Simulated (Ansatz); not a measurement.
Job for Ansatz (a quantum-chemistry and plane-wave program): R-B97M-V/def2-TZVPP on H2 (SMILES [H][H]).

Ansatz 0.2 input:
```yaml
crystal:
  periodic: [false, false, false]
  atoms:
    - {symbol: H, position_ang: [0.00000000, 0.00000000, 0.37198582]}
    - {symbol: H, position_ang: [-0.00000000, -0.00000000, -0.37198582]}
basis:
  gaussian:
    orbitals: def2-TZVPP
hamiltonian:
  xc: {name: B97M-V}
scf: {lower_state_search: off}
```

**Question.** Give the final energy of this run.

**Answer.** -1.1725 hartree.
